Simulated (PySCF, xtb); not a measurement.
Al(Me)2(F) (C2H6AlF), SMILES [CH3][Al]([CH3])[F].

GFN2-xTB run with xtb 6.7.1 at its own geometry gives an orbital gap of 4.30 eV and a dipole moment of 2.52 D.

Coordinates come from a PBE0-D3(BJ)/def2-SVP optimisation. The isomer is the one that the SMILES or the coordinates give; other isomers of the formula were not compared.

Task: What does PBE/def2-TZVP in PySCF give? (The exact figures need the calculation; the answer reports its results.)

Result: gap 5.54 eV (levels -6.64 and -1.10 eV), dipole 1.89 D.
